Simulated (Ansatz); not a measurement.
Input file for Ansatz (a quantum-chemistry and plane-wave program): R-CCSD(T)/def2-QZVPP on FHPbS (SMILES [F][Pb][SH]), a point of a torsion scan. Elements past Kr take the def2 small-core potentials; no spin–orbit coupling. Files ending in .json are basis or fitting sets from the Basis Set Exchange. The run froze 15 orbitals, filled d shells among them.

Ansatz 0.2 input:
```yaml
crystal:
  periodic: [false, false, false]
  atoms:
    - {symbol: F, position_ang: [1.90980511, -0.83511947, -0.24810863]}
    - {symbol: Pb, position_ang: [1.00210211, 1.02157007, -0.64190041]}
    - {symbol: S, position_ang: [-1.44661385, 0.38591266, -0.44342886]}
    - {symbol: H, position_ang: [-1.51634621, -0.54433059, -1.37959279]}
basis:
  gaussian:
    orbitals: def2-QZVPP.json
magnetization: {spin_polarized: false}
correlation: {method: ccsd_t, electrons: outside_noble_gas}
scf: {lower_state_search: off}
```

It printed:

```
WARN ansatz: RAYON_NUM_THREADS=1 ignored (pool sized by the plan → 1); use --threads N
Functional definition: HF
these checks for a lower state are left out or cut short: stability, starts, cluster_reference, orbital_swaps, neighbouring_geometries, increment
integrals: 1.37 GiB planned
1446 factors; integrals over basis functions are off by at most 7.1e-4 eV
mean field: 0.76 GiB planned
mean field evaluation 1: about -18759.5784 eV, gradient 3.9e1 eV
mean field evaluation 2: about -18759.6474 eV, gradient 3.9e1 eV
mean field evaluation 4: about -18762.7877 eV, gradient 2.9e0 eV
mean field evaluation 8: about -18762.8485 eV, gradient 4.4e-1 eV
mean field evaluation 16: about -18762.8502 eV, gradient 2.0e-6 eV
mean field -18762.85015503 eV, -689.5220252806 hartree, gradient 2.0e-6 eV, S^2 0.000000; 0 other end points of the search recorded, 0 dependent functions left out
15 core orbitals not correlated, not the lowest: weight in the atoms' cores, before any rotation towards them, 0.963 or more for the frozen orbitals, at most 0.029 for the correlated occupied ones
reference -18762.85015503 eV, -689.5220252806 hartree; 9, 9 occupied and 215, 215 virtual orbitals, 1446 factors
second order -15.21771622 eV of doubles, -0.00000000 eV of singles
coupled cluster: 1.76 GiB planned
cycle   1  -15.13674433 eV  change    8.1e-2 eV  update   1.1e-1
cycle   2  -15.48177614 eV  change   -3.5e-1 eV  update   4.5e-2
cycle   3  -15.60633441 eV  change   -1.2e-1 eV  update   2.2e-2
cycle   4  -15.60084483 eV  change    5.5e-3 eV  update   6.7e-3
cycle   5  -15.59342076 eV  change    7.4e-3 eV  update   3.3e-3
cycle   6  -15.59398657 eV  change   -5.7e-4 eV  update   1.4e-3
cycle   7  -15.59420595 eV  change   -2.2e-4 eV  update   6.0e-4
cycle   8  -15.59390689 eV  change    3.0e-4 eV  update   2.5e-4
cycle   9  -15.59393740 eV  change   -3.1e-5 eV  update   1.2e-4
cycle  10  -15.59405020 eV  change   -1.1e-4 eV  update   5.3e-5
cycle  11  -15.59398210 eV  change    6.8e-5 eV  update   2.7e-5
cycle  12  -15.59398401 eV  change   -1.9e-6 eV  update   1.2e-5
perturbative correction -0.67542741 eV, -0.0248214994 hartree
Total energy: -18779.11956645 eV, -690.1199151225 hartree
Checks for a lower state left out: stability, starts, cluster_reference, orbital_swaps, neighbouring_geometries, increment
```

Self-consistency was reached.

Cost: roughly 5 core-minutes.
